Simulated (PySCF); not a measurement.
# Telling isomers of C$_{9}$H$_{11}$N apart by NMR

Theoretical values (PySCF 2.14): shieldings: GIAO PBE0/pcSseg-1, structure optimised with GFN2-xTB. Relativity neglected, fast rotation and ring inversion assumed for equivalent nuclei, a single conformation, gas phase.

Scale: ¹H and ¹³C vs TMS (reference shieldings calculated alike). Where no couplings were computed, multiplicities follow the n + 1 count of equivalent neighbours, and m marks all less simple cases (inequivalent or close neighbours, rings, F or P nearby). Shifts are as computed. Against solution values, carbons near 30 ppm lie about +3 ppm off and those near 130 ppm about +5 ppm. Of 1211 compounds with measured shifts, 218 miss one by over three times the rms of a fit or turn the order of signals round; such compounds aren't used in these exercises. OH and NH positions are gas-phase values without hydrogen bonding to other molecules.

(1) Tabulate the signals of `c1ccc2c(c1)CCCN2`, `CCC1=CCCC=C1C#N`, `C#CC(C)(C)n1cccc1`, `C=Cc1cccc(NC)c1` and their relative energies.

(2) What is the quickest way to tell c1ccc2c(c1)CCCN2 from C=Cc1cccc(NC)c1?

(3) What is the quickest way to tell c1ccc2c(c1)CCCN2 from CCC1=CCCC=C1C#N?

(4) What is the quickest way to tell CCC1=CCCC=C1C#N from C#CC(C)(C)n1cccc1?

Answers

(1) 
```json
{"SMILES": "c1ccc2c(c1)CCCN2", "carbon types": "2×C 4×CH 3×CH2", "δC": "148.8, 135.4, 132.7, 122.9, 121.6, 117.6, 45.6, 31.4, 26.0", "δH": "7.22 (m, 1H), 7.20 (d, 1H), 6.81 (m, 1H), 6.50 (d, 1H), 3.39 (m, 2H), 3.26 (br s, 1H), 2.84 (m, 2H), 1.94 (m, 2H)", "E rel. (kcal/mol)": "0.0"}
{"SMILES": "CCC1=CCCC=C1C#N", "carbon types": "3×C 2×CH 3×CH2 1×CH3", "δC": "153.6, 144.5, 128.7, 123.1, 120.1, 33.2, 27.1, 24.6, 18.2", "δH": "6.99 (t, 1H), 5.94 (t, 1H), 2.41 (q, 2H), 2.35 (m, 2H), 2.26 (m, 2H), 1.15 (t, 3H)", "E rel. (kcal/mol)": "34.4"}
{"SMILES": "C#CC(C)(C)n1cccc1", "carbon types": "2×C 5×CH 2×CH3", "δC": "120.2, 114.2, 91.5, 82.0, 52.5, 34.9", "δH": "6.98 (m, 2H), 6.41 (m, 2H), 2.11 (s, 1H), 1.78 (s, 6H)", "E rel. (kcal/mol)": "63.6"}
{"SMILES": "C=Cc1cccc(NC)c1", "carbon types": "2×C 5×CH 1×CH2 1×CH3", "δC": "154.3, 146.4, 143.5, 134.8, 119.0, 118.4, 116.5, 114.1, 32.1", "δH": "7.40 (m, 1H), 7.32 (m, 1H), 6.85 (m, 1H), 6.57 (d, 1H), 6.35 (s, 1H), 6.12 (m, 1H), 5.54 (m, 1H), 3.10 (br s, 1H), 2.95 (s, 3H)", "E rel. (kcal/mol)": "23.5"}
```

Energies are electronic energies at PBE0/pcSseg-1 on these geometries, without zero-point or thermal terms, each for the one conformer computed, which needn't be the lowest.

(2) Both give the same number of carbon signals, but DEPT or the intensities differ. The first has an sp3 CH2 bonded to N at 45.6 ppm, the second a terminal =CH2 carbon at 119.0 ppm. Their most deshielded carbons lie at 148.8 and 154.3 ppm.

(3) Both give the same number of carbon signals, but DEPT or the intensities differ. The first has an sp3 CH2 bonded to N at 45.6 ppm, the second a methyl carbon (CH3) at 18.2 ppm. Their most deshielded carbons lie at 148.8 and 153.6 ppm.

(4) Count the carbon signals: 9 against 6. The first has an allylic sp3 CH2 at 33.2 ppm, the second a propargylic fully substituted sp3 carbon bonded to N (C) at 52.5 ppm. Their most deshielded carbons lie at 153.6 and 120.2 ppm.
